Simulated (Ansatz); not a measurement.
H6Ge2, charge +1, doublet, geometry from GFN2-xTB (a state made from the parent by changing its charge; the spin is typed, not shown lowest), with bond 8-2 at 1.8 times its length; CASSCF(3,4)/STO-3G (Ansatz, a first-principles code).

The Ansatz input:
Ansatz 0.2 input:
```yaml
crystal:
  periodic: [false, false, false]
  atoms:
    - {symbol: Ge, position_ang: [-1.29459525, 0.13747212, -0.02240562]}
    - {symbol: Ge, position_ang: [1.29459525, -0.13747212, 0.02240562]}
    - {symbol: H, position_ang: [-1.73463293, -0.84854161, -1.07729707]}
    - {symbol: H, position_ang: [-1.48774524, 1.58791890, -0.39328219]}
    - {symbol: H, position_ang: [-1.71004088, -0.21560732, 1.38521367]}
    - {symbol: H, position_ang: [1.48826066, -1.57590915, 0.43718849]}
    - {symbol: H, position_ang: [1.73856876, 0.88033484, 1.04495572]}
    - {symbol: H, position_ang: [2.03438513, 0.41922551, -2.53212601]}
basis:
  gaussian:
    orbitals: STO-3G
hamiltonian:
  xc: hf
total_charge: 1
correlation: {active_space: {window: {electrons: 3, orbitals: 4}}}
magnetization: {spin_polarized: false, initial_magnetization: 1}
```

Task: Predict the main parts of the log of this Ansatz run.

Result: 
```
Functional definition: HF
438 factors; integrals over basis functions are off by at most 2.9e-5 eV
mean field evaluation 1: about -111745.7024 eV, gradient 1.0e1 eV
mean field evaluation 2: about -111745.7050 eV, gradient 1.0e1 eV
mean field evaluation 4: about -111747.7268 eV, gradient 2.4e0 eV
mean field evaluation 8: about -111747.8485 eV, gradient 1.1e-2 eV
mean field -111747.84854240 eV, -4106.6576885209 hartree, gradient 4.3e-7 eV, S^2 0.750000; 1 other end points of the search recorded, 0 dependent functions left out
reference -111747.84854240 eV, -4106.6576885209 hartree; 35, 34 occupied and 7, 8 virtual orbitals, 438 factors
state -111748.26542383 eV, -4106.6730086310 hartree
2 active orbitals were swapped for others, from the solution at -111748.21965566 eV, -4106.6713266818 hartree to that at -111748.26542383 eV, -4106.6730086310 hartree; typed "places" are swapped only where nearly empty or full, and so, without "given_window_search", are "orbital_numbers", "shells" and a window whose orbitals a file names under [Active]
Total energy: -111748.26542383 eV, -4106.6730086310 hartree
```
